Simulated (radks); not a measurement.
Results of a calculation; reference values are marked as such.
Problem. The ruthenium ion Ru4+, 40 electrons, occupied as [Kr] 4d4. Code: a radial shooting solver on a logarithmic mesh with Libxc functionals. Model: Dirac Kohn-Sham, PBE, spin-unpolarised, spherical densities, point nucleus; open shells fill j = l - 1/2 first. Some entries of the table are withheld. Estimate them.

orbital  occ.  eigenvalue (eV)  <r> (bohr)
1s1/2       2        -21978.49         (1)
2s1/2       2        -3204.579      0.1453
2p1/2       2        -2964.966         (2)
2p3/2       4        -2834.049         (3)
3s1/2       2              (4)      0.4023
3p1/2       2        -514.4842         (5)
3p3/2       4        -492.2531         (6)
3d3/2       4        -327.8972      0.3818
3d5/2       6        -323.5633      0.3853
4s1/2       2        -126.8817       1.004
4p1/2       2         -98.6868       1.077
4p3/2       4         -95.1062       1.104
4d3/2       4         -52.0369       1.365
4d5/2       0         -51.5792       1.375

Solution. 
(1) 1s1/2 <r> (bohr): 0.03343
(2) 2p1/2 <r> (bohr): 0.1236
(3) 2p3/2 <r> (bohr): 0.1284
(4) 3s1/2 eigenvalue (eV): -607.4035
(5) 3p1/2 <r> (bohr): 0.3955
(6) 3p3/2 <r> (bohr): 0.4061
